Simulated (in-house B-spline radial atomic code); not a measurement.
**B³⁺: 2s2 (with a hole in an inner shell)**

All numbers are computed (Dirac-Hartree-Fock, average of configuration; Fermi nucleus of rms radius 2.406 fm) with an all-electron radial atomic-structure program (B-spline basis), not measured.

Screening seen three ways: the hydrogenic charge with the same mean radius, Z_r = [3n² - l(l+1)]/(2<r>), the one with the same energy, Z_e = n√(-2ε), and Slater's rules. Values are occupation-weighted means over j.

| shell | electrons | ε (eV) | <r> (bohr) | Z_r | Z_e | Slater |
| --- | --- | --- | --- | --- | --- | --- |
| 2s | 2 | -65.425 | 1.269 | 4.73 | 4.39 | 4.65 |

The least bound orbital is 2s1/2 at -65.42 eV, and it is also the most diffuse (<r> = 1.269 bohr).
